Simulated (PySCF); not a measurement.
## A ladder of Hamiltonians for Te(34+) (tellurium, charge +34)

Occupied: 1s1/2, 2s1/2, 2p1/2, 2p3/2, 3s1/2, 3p1/2, 3p3/2. Hartree-Fock calculated with PySCF 2.14 in an even-tempered Gaussian basis (21 s from 2.7 bohr⁻², ratio 2.3; 16 p from 3.3 bohr⁻², ratio 2.3), Gaussian nucleus throughout. NR is non-relativistic, sf-X2C the spin-free one-electron X2C Hamiltonian, X2C adds the bare one-electron spin-orbit term, X2C-SNSO screens it by Boettger's factors, DC is four-component Dirac-Coulomb, and the Gaunt term is added at first order (total energies over the DC spinors, levels after relaxing the spinors in that mean field). QED terms are absent. Levels marked empty are virtual spinors of this ion; the basis has s and p functions only, so 3d, which can lie below the n = 4 levels, is absent.

```json
{"Hamiltonian": "NR", "E (hartree)": "-5730.9213", "E − E(DC) (hartree)": "180.3288", "CPU seconds": "0.66"}
{"Hamiltonian": "sf-X2C", "E (hartree)": "-5907.6592", "E − E(DC) (hartree)": "3.5909", "CPU seconds": "0.49"}
{"Hamiltonian": "X2C", "E (hartree)": "-5909.7083", "E − E(DC) (hartree)": "1.5418", "CPU seconds": "0.51"}
{"Hamiltonian": "X2C-SNSO", "E (hartree)": "-5909.5484", "E − E(DC) (hartree)": "1.7017", "CPU seconds": "0.47"}
{"Hamiltonian": "DC", "E (hartree)": "-5911.2501", "E − E(DC) (hartree)": "0.0000", "CPU seconds": "32"}
{"Hamiltonian": "DC+Gaunt", "E (hartree)": "-5906.0470", "E − E(DC) (hartree)": "5.2031", "CPU seconds": "57"}
```

```csv
level (eV),NR,sf-X2C,X2C,X2C-SNSO,DC,DC+Gaunt
1s1/2,-32570.5,-33781.8,-33778.7,-33779.0,-33807.4,-33728.7
2s1/2,-6441.8,-6759.1,-6758.2,-6758.3,-6761.7,-6753.8
2p1/2,-6156.6,-6250.4,-6453.0,-6444.6,-6445.8,-6432.8
2p3/2,-6156.6,-6250.4,-6159.2,-6162.6,-6165.3,-6156.1
3s1/2,-2416.1,-2504.7,-2504.5,-2504.5,-2505.2,-2503.5
3p1/2,-2298.5,-2331.9,-2379.5,-2377.5,-2377.8,-2374.8
3p3/2,-2298.5,-2331.9,-2310.2,-2311.1,-2311.6,-2309.5
4s1/2 (empty),-1192.5,-1225.5,-1225.5,-1225.5,-1225.7,-1225.1
4p1/2 (empty),-1148.8,-1162.8,-1179.3,-1178.6,-1178.7,-1177.6
4p3/2 (empty),-1148.8,-1162.8,-1155.3,-1155.6,-1155.7,-1155.0
```

```csv
interval (eV),sf-X2C,X2C,X2C-SNSO,DC,DC+Gaunt
2p3/2 − 2p1/2,1.392e-11,293.9,282.0,280.4,276.7
3p3/2 − 3p1/2,3.094e-12,69.27,66.48,66.17,65.31
4p3/2 − 4p1/2,-2.908e-10,23.98,23.01,22.93,22.62
```

Weight of the small component: 1s1/2 0.0366, 2s1/2 0.00800, 2p1/2 0.00795, 2p3/2 0.00759, 3s1/2 0.00283, 3p1/2 0.00276, 3p3/2 0.00268, 4s1/2 0.00130, 4p1/2 0.00127, 4p3/2 0.00124.

Koopmans' value for the highest occupied level at DC+Gaunt: 2309.5 eV, against an ionisation energy of 2309 ± 5 eV (theoretical estimate listed by NIST; NIST Atomic Spectra Database, ionization energies); the former lacks relaxation, correlation, QED and recoil.

The whole ladder took 99 s of wall time on 1 thread of Intel(R) Xeon(R) Platinum 8259CL CPU @ 2.50GHz (shared host), launched as `OMP_NUM_THREADS=1 python relrun2.py TASK.json OUT` (a driver that calls PySCF for each Hamiltonian).

Dirac-Coulomb iterations, started from the X2C spinors:

```
with_ssss True, with_gaunt False, with_breit False
light speed = 137.03599967994
init E= -5894.37167041853
cycle= 1 E= -5911.24958625258  delta_E= -16.9  |g|= 1.16  |ddm|= 0.0915
cycle= 2 E= -5911.25011387933  delta_E= -0.000528  |g|= 0.0214  |ddm|= 0.00996
cycle= 3 E= -5911.25011546679  delta_E= -1.59e-06  |g|= 0.00116  |ddm|= 0.000842
cycle= 4 E= -5911.25011547199  delta_E= -5.2e-09  |g|= 5.49e-06  |ddm|= 4.38e-05
```
